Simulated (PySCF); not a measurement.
Excitation energy of S by level of theory

S [Ne] 3s2 3p4 (3P) → S [Ne] 3s1 3p4 4s1 (5P), as a difference of total energies. Calculation: PySCF 2.14, in aug-cc-pCVTZ-DK; the spin-free X2C one-electron Hamiltonian (Gaussian nucleus). Correlated levels: nothing frozen. The calculations carry no spin-orbit coupling.

```csv
method,excitation energy (eV)
UHF,16.567
MP2 (all electrons),16.948
SCS-MP2 (all electrons),17.109
CCSD (all electrons),16.709
CCSD(T) (all electrons),16.472
```

**Question.** How much does correlation contribute at CCSD(T) (all electrons)?

**Answer.** 16.472 − (16.567) = -0.095 eV, measured against UHF.

The upper state lies above the first ionisation limit, where it may autoionise and the basis confines it. A Rydberg-like electron needs more diffuse functions than a valence basis has.

The promoted electron is Rydberg-like, and one or two diffuse shells describe it only roughly, which tends to raise the upper state.

The coupled-cluster amplitudes are large for the upper state (T1 above 0.03 or a double amplitude above 0.15), so a single reference is strained.
